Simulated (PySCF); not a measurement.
Fe(III): trigonal planar complexes compared

All values are computed with PySCF: state-averaged CASSCF of the d shell with SC-NEVPT2, spin-free X2C, triple-zeta basis on the metal and double-zeta on the ligands, mean-field spin-orbit coupling; DFT geometries.

| complex | point group | M–L / Å | L–M–L / ° | solvent |
| --- | --- | --- | --- | --- |
| Fe(NH2)3 | D3h | 1.86 | 120 | none |
| Fe(SH)3 | C3h | 2.21 | 120 | none |
| Fe(OH)3 | C3h | 1.79 | 120 | none |
| FeBr3 | C2v | 2.27 | 119–122 | none |
| FeCl3 | D3h | 2.13 | 120 | none |
| FeF3 | D3h | 1.75 | 120 | none |

(1) Rank by the spin-orbit constant ζ, lowest first.
A. Fe(OH)3
B. FeF3
C. FeBr3
D. Fe(SH)3
E. Fe(NH2)3
F. FeCl3

(2) What are the ground states and moments?

Answers

(1) C (338 cm⁻¹), D (387 cm⁻¹), F (394 cm⁻¹), E (403 cm⁻¹), A (412 cm⁻¹), B (420 cm⁻¹).

(2) 
```
 complex  shell  ground state (NEVPT2)  total orbital splitting (CASSCF fit) / cm⁻¹  μeff(300 K) / μB
Fe(NH2)3     d5                   6A1'                                         9675              5.92
 Fe(SH)3     d5                    6A'                                         8744              5.92
 Fe(OH)3     d5                    6A'                                        13118              5.92
   FeBr3     d5                    6A1                                        11331              5.92
   FeCl3     d5                   6A1'                                        11932              5.92
    FeF3     d5                   6A1'                                        14157              5.92
```
